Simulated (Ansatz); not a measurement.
Start from `N[SiH2]C(O)(F)F` and change one atom or group to get `COC(O)(F)F`.

Ansatz, PBE0-D4/def2-TZVP geometries, multiplicity 1. Each molecule was computed in one conformer, which needn't be the lowest.

```csv
property,`N[SiH2]C(O)(F)F`
HOMO–LUMO gap (ωB97M-V/def2-TZVPP) / eV,11.94
LUMO energy (PBE/def2-TZVPP) / eV,-0.56
HOMO energy (PBE/def2-TZVPP) / eV,-6.28
LUMO energy (ωB97M-V/def2-TZVPP) / eV,1.83
HOMO–LUMO gap (B3LYP/def2-TZVPP) / eV,7.53
HOMO–LUMO gap (PBE0/def2-TZVPP) / eV,8.04
```

Q: Give the same properties after the change, and the shifts. (An estimate is asked.)

A: Ansatz gave: 
```json
{"property": "HOMO–LUMO gap (ωB97M-V/def2-TZVPP) / eV", "`COC(O)(F)F`": "14.15", "shift": "2.21"}
{"property": "LUMO energy (PBE/def2-TZVPP) / eV", "`COC(O)(F)F`": "0.20", "shift": "0.76"}
{"property": "HOMO energy (PBE/def2-TZVPP) / eV", "`COC(O)(F)F`": "-7.37", "shift": "-1.09"}
{"property": "LUMO energy (ωB97M-V/def2-TZVPP) / eV", "`COC(O)(F)F`": "2.56", "shift": "0.73"}
{"property": "HOMO–LUMO gap (B3LYP/def2-TZVPP) / eV", "`COC(O)(F)F`": "9.59", "shift": "2.06"}
{"property": "HOMO–LUMO gap (PBE0/def2-TZVPP) / eV", "`COC(O)(F)F`": "10.26", "shift": "2.22"}
```

With PBE0 the HOMO falls by 1.38 eV and the LUMO rises by 0.83 eV, so the gap widens by about 2.21 eV. PBE moves the HOMO by -1.09 eV and ωB97M-V by -1.48 eV.

B3LYP here is the variant with VWN-RPA as its local correlation; programs differ in this.
